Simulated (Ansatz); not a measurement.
Born–Oppenheimer molecular dynamics of CH$_{2}$GaN (5 atoms, charge 0, multiplicity 1). It goes on from the last frame of an earlier run, with new velocities.

Level of theory: RHF/def2-SVP in Ansatz.

```yaml
ensemble: NVT, Nosé–Hoover chain
time_step: 0.5 fs
steps_asked: 150
set_temperature: 500 K
thermostat: time constant 100 fs, chain length 3
seed: 759595
```

First frame:

```xyz
5
Properties=species:S:1:pos:R:3
N 1.702 -1.085 1.217
C 0.932 -0.577 0.546
Ga -0.406 0.366 -0.481
H -1.819 -0.482 -0.620
H -0.107 1.587 -1.362
```

(1) How far do the bonds stretch over the last three quarters of this one trajectory? (Pairs bonded in most of those frames.)

Answers

(1) 
```csv
bond,mean (Å),spread (Å),shortest,longest
N1–C2,1.141,0.020,1.11,1.17
C2–Ga3,1.978,0.048,1.90,2.06
Ga3–H4,1.573,0.087,1.44,1.70
Ga3–H5,1.561,0.017,1.53,1.59
```

Mean temperature of the second half: 491 K. The conserved energy stayed within 0.27 meV per atom of its start (net change 0.25 meV per atom), so the integration is sound. A run of 0.075 ps of so small a system gives no equilibrium averages.

Run time: 100 s on 1 CPU thread of a shared host.
